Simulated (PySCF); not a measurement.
A calculated (TPSS, PySCF 2.14, cc-pVTZ-DK, the spin-free X2C one-electron Hamiltonian (Gaussian nucleus)) atom or ion has these occupied shells.

```json
{"shell": "1s α", "electrons": "1", "orbital energy (eV)": "-6445.8", "rms radius, mean of both spins (bohr)": "0.0703"}
{"shell": "1s β", "electrons": "1", "orbital energy (eV)": "-6445.7", "rms radius, mean of both spins (bohr)": "0.0703"}
{"shell": "2s α", "electrons": "1", "orbital energy (eV)": "-754.39", "rms radius, mean of both spins (bohr)": "0.303"}
{"shell": "2s β", "electrons": "1", "orbital energy (eV)": "-752.42", "rms radius, mean of both spins (bohr)": "0.303"}
{"shell": "2p α", "electrons": "3", "orbital energy (eV)": "-638.89", "rms radius, mean of both spins (bohr)": "0.274"}
{"shell": "2p β", "electrons": "3", "orbital energy (eV)": "-637.27", "rms radius, mean of both spins (bohr)": "0.274"}
{"shell": "3s α", "electrons": "1", "orbital energy (eV)": "-96.644", "rms radius, mean of both spins (bohr)": "0.916"}
{"shell": "3s β", "electrons": "1", "orbital energy (eV)": "-91.185", "rms radius, mean of both spins (bohr)": "0.916"}
{"shell": "3p α", "electrons": "3", "orbital energy (eV)": "-64.870", "rms radius, mean of both spins (bohr)": "0.985"}
{"shell": "3p β", "electrons": "3", "orbital energy (eV)": "-59.381", "rms radius, mean of both spins (bohr)": "0.985"}
{"shell": "3d α", "electrons": "5", "orbital energy (eV)": "-16.344", "rms radius, mean of both spins (bohr)": "1.34"}
{"shell": "4s α", "electrons": "1", "orbital energy (eV)": "-12.546", "rms radius, mean of both spins (bohr)": "2.93"}
```

(1) Name the element and its charge.

Answers

(1) Mn⁺ (manganese, charge +1), in [Ar] 3d5 4s1, high-spin 7S determinant.
